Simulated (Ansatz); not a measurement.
System: C6H8, net charge 0, singlet state. SMILES: C12CCC=2CC1
Coordinates optimised at B3LYP-D3(BJ)/def2-TZVP (Ansatz, an electronic-structure program):
```xyz
14

C      1.5931    -0.6391    -0.1154
C      1.4364     0.9221     0.2153
C     -0.0643     0.6399     0.1356
C      0.0643    -0.6399    -0.1356
C     -1.4364    -0.9221    -0.2153
C     -1.5931     0.6391     0.1154
H      2.0950    -0.8500    -1.0619
H      2.0723    -1.2202     0.6750
H      1.8503     1.5867    -0.5457
H      1.8276     1.2165     1.1911
H     -1.8276    -1.2165    -1.1911
H     -1.8503    -1.5867     0.5457
H     -2.0723     1.2202    -0.6750
H     -2.0950     0.8500     1.0619
```

Cost and difference of B3LYP with Ansatz in habitual basis sets for the atomisation energy (kcal/mol). Terms: atomisation electronic, to ground-state atoms; valence correlation only; LANL2DZ all-electron up to Ne; no spin-orbit coupling; 6-311+G** with 5d; no dispersion term unless named; 6-31G* and kin with 6d, 5d where marked; UHF or UKS for open shells; non-relativistic. Basis-set limits of correlation are two-point, X^-3; Hartree-Fock from the larger set. Ab initio and DFT rows: single points at B3LYP-D3(BJ) geometries (Ansatz). Costs are core time of energy and forces over that of the cheapest set, on one shared machine, to one figure and rough; under a factor of 2 they don't order.

Coupled cluster (Ansatz) is a level with limits of its own, used here on species with T1 under 0.025 (0.045 for open shells) and stable references: CCSD(T)/CBS(cc-pVTZ,cc-pVQZ).

Value to compare with: 1407.6 kcal/mol.

```
level            relative cost  atomisation energy (kcal/mol)  difference
---------------  -------------  -----------------------------  ----------
B3LYP/STO-3G                1×                         1657.9       250.3
B3LYP/3-21G                 1×                         1376.5       -31.1
B3LYP/LANL2DZ               2×                         1353.5       -54.1
B3LYP/6-31G                 2×                         1370.0       -37.6
B3LYP/6-31G*                3×                         1403.5        -4.1
B3LYP/6-31G**               3×                         1410.4         2.8
B3LYP/cc-pVDZ               3×                         1382.6       -25.0
B3LYP/def2-SVP              3×                         1413.7         6.1
B3LYP/6-31+G*               3×                         1388.9       -18.7
B3LYP/6-311+G**             4×                         1390.3       -17.3
```

The dearest set gives -17.3 kcal/mol. A small set can land close by cancelling terms.
